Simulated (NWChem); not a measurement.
System: SiH$_{2}$F$_{2}$; SMILES F[SiH2]F

```xyz
5

Si     0.0000     0.0000     0.4594
F      1.3151     0.0000    -0.4979
F     -1.3151     0.0000    -0.4979
H      0.0000     1.2578     1.2648
H      0.0000    -1.2578     1.2648
```
Atoms are numbered in this order, from 1.

All runs use the structure optimised with PBE-D3(BJ)/def2-SVP.

Symmetry labels are those of C2v in the frame above (b1 and b2, or b-type labels, depend on it).

Q: List the 6 lowest vertical singlet excitations from PBE/def2-SVP, TDA (NWChem).

A: 
```json
[
 {"state": "S1", "energy (eV)": "8.27", "oscillator strength": "0.000", "symmetry": "a2", "leading excitation (squared amplitude)": "HOMO → LUMO (1.00)"},
 {"state": "S2", "energy (eV)": "8.68", "oscillator strength": "0.010", "symmetry": "b2", "leading excitation (squared amplitude)": "HOMO → LUMO+1 (0.99)"},
 {"state": "S3", "energy (eV)": "9.74", "oscillator strength": "0.009", "symmetry": "a1", "leading excitation (squared amplitude)": "HOMO−1 → LUMO (0.95)"},
 {"state": "S4", "energy (eV)": "9.76", "oscillator strength": "0.001", "symmetry": "b2", "leading excitation (squared amplitude)": "HOMO−3 → LUMO (0.95)"},
 {"state": "S5", "energy (eV)": "9.87", "oscillator strength": "0.022", "symmetry": "b1", "leading excitation (squared amplitude)": "HOMO−2 → LUMO (0.65)"},
 {"state": "S6", "energy (eV)": "10.27", "oscillator strength": "0.034", "symmetry": "a1", "leading excitation (squared amplitude)": "HOMO−2 → LUMO+1 (0.95)"}
]
```
